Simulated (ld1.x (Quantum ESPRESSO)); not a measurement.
mercury: one change to a TM potential, before and after

mercury (Hg), norm-conserving Troullier–Martins (Kleinman–Bylander form), made with ld1.x (Quantum ESPRESSO) 7.5 (LDA (PZ), non-relativistic). Core [Kr] 4d10 4f14, reference 5s2 5p6 5d10 6s1.5 6p0.5. Waves: 5s (bound): rc 1.20 bohr; 5p (bound): rc 1.65 bohr; 5f channel at 0.15 Ry: rc 1.65 bohr; 5d (bound): rc 2.05 bohr. Local part: the d channel. Core correction: none.

Occupied shells without a wave of their own: 6p, 6s. They enter only through the test configuration that unscreens the potential.

All-electron outer shells of the reference configuration (LDA (PZ), non-relativistic, ld1.x):

```tsv
shell	level (eV)	outermost node (bohr)	outermost maximum (bohr)
4d	-355.13	0.20	0.40
4f	-112.70	–	0.36
5s	-94.01	0.52	0.91
5p	-62.40	0.53	0.97
5d	-13.14	0.55	1.15
6s	-6.15	1.20	2.50
6p	-1.93	1.33	3.30
```

Change: wave 5d (bound): rc 2.05 bohr becomes 5d (bound): rc 2.72 bohr.

Cutoffs: the cutoffs (Ry, on a coarse ladder) from which the occupation-weighted sum of valence levels, in a spherical-Bessel basis at the reference potential, stays within 10 and 1 mRy of its value at 400 Ry; they do not see the model core or the augmentation charge, which bear on the density cutoff. Errors are all-electron minus pseudo energies relative to the spin-unpolarised reference configuration.

How do hardness, ghosts and transferability respond?

The potential gets neither clearly harder nor softer (110 Ry and 180 Ry → 110 Ry and 180 Ry); the s channel sets the loose cutoff, while the largest relative change is in d, which becomes softer; of the 9 tests that both files solve, the error grows in 9 and shrinks in 0 by more than 15 % and 0.3 meV (median size 42.1 → 155.8 meV); neither file shows a bound ghost. More of the atom is replaced by a form fitted at one configuration, so other configurations suffer.

```csv
quantity,base,changed
"cutoff, loose",110 Ry,110 Ry
"cutoff, tight",180 Ry,180 Ry
loose cutoff by channel (10 mRy a level),"s 100 Ry, p 25 Ry, d 40 Ry","s 100 Ry, p 30 Ry, d 30 Ry"
bound ghosts,none,none
"largest miss of a reference level, eV",0.04,0.11
"error for 5s2 5p6 5d10 6s2 6p0, meV [ΔE -2.08 eV]",-38,+95
"error for 5s2 5p6 5d10 6s1 6p0, meV [ΔE 6.94 eV]",-5.8,-9.1
"error for 5s2 5p6 5d10 6s0 6p0, meV [ΔE 23.32 eV]",+44,-356
"error for 5s2 5p5 5d10 6s2 6p0, meV [ΔE 66.22 eV]",-114,+156
"error for 5s2 5p6 5d9 6s0 6p0, meV [ΔE 60.06 eV]",+42,-772
"error for 5s1 5p6 5d10 6s2 6p0, meV [ΔE 98.14 eV]",-77,+181
"error for 5s2 5p6 5d10 6s0 6p2, meV [ΔE 6.61 eV]",+143,-402
"error for 5s2 5p6 5d10 6s1.5 6p0.5 (spin-polarised), meV [ΔE -0.11 eV]",+0.4,-4.9
"error for 5s2 5p6 5d10 6s1 6p0 (spin-polarised), meV [ΔE 6.77 eV]",-5.4,-20
```

Changed file: The 6p, 6s levels have no wave, so the channel is fitted at the deeper level alone: the likely source of the large errors.
